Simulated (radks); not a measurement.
All-electron atom: Cd II in [Kr] 4d10 5f1 (not the ground configuration). All-electron calculation, scalar-relativistic Kohn-Sham, PBE, spin-polarised, spherical densities, finite nucleus; open shells are filled with parallel spins first (spin-orbit coupling, left out, can overturn this in heavy ions); Fermi nuclear charge, rms radius 4.6087 fm. Program: a radial shooting solver on a logarithmic mesh with Libxc functionals.

Normalised radial functions P(r) = r R(r), r in bohr:

| r | 4s up | 4d up |
|---|---|---|
| 0.002882 | 0.1204 | 0.0000 |
| 0.003409 | 0.1371 | 0.0001 |
| 0.004033 | 0.1552 | 0.0001 |
| 0.004809 | 0.1756 | 0.0001 |
| 0.005689 | 0.1959 | 0.0002 |
| 0.00673 | 0.2164 | 0.0003 |
| 0.007961 | 0.2363 | 0.0005 |
| 0.009417 | 0.2541 | 0.0009 |
| 0.01114 | 0.2682 | 0.0014 |
| 0.01328 | 0.2765 | 0.0022 |
| 0.01571 | 0.2754 | 0.0035 |
| 0.01859 | 0.2621 | 0.0055 |
| 0.02199 | 0.2333 | 0.0086 |
| 0.02601 | 0.1859 | 0.0132 |
| 0.03077 | 0.1176 | 0.0202 |
| 0.03669 | 0.0235 | 0.0311 |
| 0.0434 | -0.0846 | 0.0463 |
| 0.05134 | -0.2029 | 0.0678 |
| 0.06074 | -0.3177 | 0.0973 |
| 0.07185 | -0.4097 | 0.1366 |
| 0.08567 | -0.4559 | 0.1893 |
| 0.1013 | -0.4276 | 0.2502 |
| 0.1199 | -0.3123 | 0.3186 |
| 0.1418 | -0.1103 | 0.3881 |
| 0.1678 | 0.1531 | 0.4482 |
| 0.1984 | 0.4251 | 0.4843 |
| 0.2366 | 0.6384 | 0.4779 |
| 0.2799 | 0.6940 | 0.4130 |
| 0.3311 | 0.5536 | 0.2806 |
| 0.3917 | 0.2194 | 0.0826 |
| 0.4634 | -0.2429 | -0.1643 |
| 0.5481 | -0.7184 | -0.4293 |
| 0.6536 | -1.0950 | -0.6832 |
| 0.7732 | -1.2468 | -0.8617 |
| 0.9146 | -1.1797 | -0.9497 |
| 1.082 | -0.9532 | -0.9424 |
| 1.28 | -0.6643 | -0.8561 |
| 1.526 | -0.3884 | -0.7113 |
| 1.805 | -0.1983 | -0.5514 |
| 2.136 | -0.0853 | -0.3949 |
| 2.526 | -0.0302 | -0.2595 |
| 2.989 | -0.0086 | -0.1546 |
| 3.535 | -0.0019 | -0.0821 |
| 4.216 | -0.0003 | -0.0359 |
| 4.987 | 0.0000 | -0.0139 |
| 5.899 | 0.0000 | -0.0045 |
| 6.978 | 0.0000 | -0.0011 |
| 8.255 | 0.0000 | -0.0002 |
| 9.765 | 0.0000 | 0.0000 |
| 11.64 | 0.0000 | 0.0000 |
| 13.77 | 0.0000 | 0.0000 |
| 16.29 | 0.0000 | 0.0000 |
| 19.27 | 0.0000 | 0.0000 |
| 22.8 | 0.0000 | 0.0000 |
| 26.97 | 0.0000 | 0.0000 |
| 32.16 | 0.0000 | 0.0000 |
| 38.05 | 0.0000 | 0.0000 |
| 45.01 | 0.0000 | 0.0000 |

4s up: eigenvalue -122.42 eV, 3 radial nodes at r = 0.0381, 0.153, 0.426 bohr, <r> = 0.880 bohr, 90 % of the charge inside 1.28 bohr. 4d up: eigenvalue -28.049 eV, 1 radial node at r = 0.416 bohr, <r> = 1.25 bohr, 90 % of the charge inside 1.98 bohr.
